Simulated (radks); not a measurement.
Results of a calculation; reference values are marked as such.
Os XIII, 64 electrons, occupied as [Kr] 4d10 4f14 5s2 5p2. Level of theory: scalar-relativistic Kohn-Sham, r2SCAN, spin-polarised, spherical densities, finite nucleus; open shells are filled with parallel spins first (spin-orbit coupling, left out, can overturn this in heavy ions); meta-GGA in the generalised Kohn-Sham scheme; Fermi nuclear charge, rms radius 5.4126 fm (a radial shooting solver on a logarithmic mesh with Libxc functionals).

Normalised radial functions P(r) = r R(r), r in bohr:

```
   r/bohr * 4d up, o 4f down, + 5p up (the largest magnitude, 1.6, reaches the edge; | marks zero, & curves that meet)
0.0006627                             &
0.0009966                             &
 0.001487                             &
 0.002236                             &
 0.003336                             &
 0.005016                             &+
 0.007483                             &+
  0.01125                             & +
  0.01679                             o* +
  0.02525                             o *  +
  0.03766                             o   *+
  0.05664                             |o  +   *
  0.08449                           + | o           *
   0.1271                      +      |     o        *
   0.1895                         +   |    *       o
    0.285             *               |       +            o
   0.4252  *                          |        +              o
   0.6395          *          +       |                 o
    0.954         +             *     |        o
    1.435                 +          *|  o
     2.14                           + &
    3.218                             &
```

4d up: eigenvalue -492.35 eV, 1 radial node at r = 0.211 bohr, <r> = 0.487 bohr, 90 % of the charge inside 0.727 bohr. 4f down: eigenvalue -265.24 eV, 0 radial nodes, <r> = 0.532 bohr, 90 % of the charge inside 0.852 bohr. 5p up: eigenvalue -247.69 eV, 3 radial nodes at r = 0.0763, 0.221, 0.543 bohr, <r> = 1.03 bohr, 90 % of the charge inside 1.46 bohr.
